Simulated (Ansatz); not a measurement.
AgI, charge +1, doublet, at a GFN2-xTB geometry (such geometries of metal compounds can be far from the true shape) (the multiplicity is a formal guess) (all electrons, no relativity). Base run: HF/3-21G in Ansatz (a first-principles code).

Here is a job for Ansatz.
Ansatz 0.2 input:
```yaml
crystal:
  periodic: [false, false, false]
  atoms:
    - {symbol: Ag, position_ang: [-0.00000000, -0.00000000, -1.41075553]}
    - {symbol: I, position_ang: [0.00000000, 0.00000000, 1.25104736]}
basis:
  gaussian:
    orbitals: 3-21G.json
hamiltonian:
  xc: hf
total_charge: 1
magnetization: {spin_polarized: true, initial_magnetization: 1}
```
The basis file holds 3-21G in the JSON format of the Basis Set Exchange.

The base run was repeated with changes; each row names its change, and settings that it needs were set with it.

```
change                                       E (Eh)  <S^2>  core-seconds (rough)
-------------------------------------  ------------  -----  --------------------
base                                   -12061.44761  0.752                    10
functional = b3lyp                     -12066.60214  0.751                     9
functional = pbe0                      -12065.78520  0.751                     7
functional = wB97X-V                   -12065.77894  0.751                    20
functional = cam_b3lyp                 -12067.00895  0.751                     7
functional = B97M-V                    -12064.82536  0.751                    30
functional = BHLYP                     -12066.54179  0.751                     5
functional = b3lyp5                    -12066.20202  0.751                     8
functional = SVWN5                     -12055.72933  0.751                     7
functional = pbe                       -12065.46404  0.751                    10
functional = b3lyp; dispersion = d3bj  -12066.60576  0.751                     8
functional = revpbe                    -12065.89042  0.751                    10
functional = wB97M-V                   -12065.96515  0.751                    20
```

Totals shift with the method and basis; they matter in differences.
